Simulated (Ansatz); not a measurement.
Z-matrix (Å, degrees):
```
C
C 1 1.523
H 1 1.093 2 111.7
H 1 1.094 2 111.6 3 120.0
H 1 1.093 2 111.4 3 -120.0
Ge 2 1.963 1 113.2 3 60.4
H 2 1.094 1 110.7 3 -60.7
H 2 1.094 1 110.6 3 -178.4
C 6 1.956 2 110.8 1 -60.3
H 6 1.545 2 109.1 1 60.1
H 6 1.544 2 109.9 1 178.4
H 9 1.091 6 110.6 2 60.7
H 9 1.091 6 110.3 2 -59.4
H 9 1.091 6 110.5 2 -179.4
```

The species carries charge 0 and has multiplicity 1.

(1) List the PBE0/def2-TZVPP orbital energies in eV (Ansatz 0.2.0). (Estimate.)

Results:

(1) The calculation gave: Occupied: -10859.33, -1357.59, -1207.40, -1207.40, -1207.39, -278.01, -277.95, -277.82, -170.32, -120.12, -120.11, -120.09, -32.97, -32.96, -32.94, -32.89, -32.88, -21.22, -19.41, -17.29, -14.23, -12.47, -11.85, -11.36, -11.10, -10.51, -9.84, -8.85, -8.60, -8.00. Lowest empty: 1.00, 1.29, 1.97, 2.13, 2.40, 2.52, 2.95, 3.16.
